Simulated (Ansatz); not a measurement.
Computed with Ansatz on PBE0-D4/def2-TZVP structures; ΔE is electronic, products minus reactants. CBS: MP2 limit from def2 TZ/QZ plus the TZ coupled-cluster correction, frozen cores. Double bonds are as drawn, so ΔE can hold a change between cis and trans. Functionals use def2-TZVPP. B3LYP here is the variant with VWN-RPA as its local correlation; programs differ in this. For Ga outer-core shells are correlated without core-valence functions, which leaves a few kJ/mol of doubt a bond. Scalar relativity is left out up to krypton. Each species was taken in one conformer, which may not be the lowest.

Consider the formal exchange of groups at the Si–C bond: `CC[SiH](O)[SiH3]` + `F/C=[C](/F)[GaH2]` → `O[SiH]([SiH3])[GaH2]` + `CC/C(F)=C\F`.

CCSD(T)/CBS gives +3.5 kJ/mol.

(1) Another level gave -1.8 kJ/mol. Which?
A. PBE0-D4/def2-TZVPP
B. B2PLYP/def2-TZVPP
C. MP2/def2-TZVPP
D. B3LYP/def2-TZVPP

Largest T1 diagnostic among the species: 0.014.

Answers

(1) D. B3LYP -1.8, MP2/def2-TZVPP 9.5, PBE0-D4 -7.5, B2PLYP 3.2 kJ/mol.
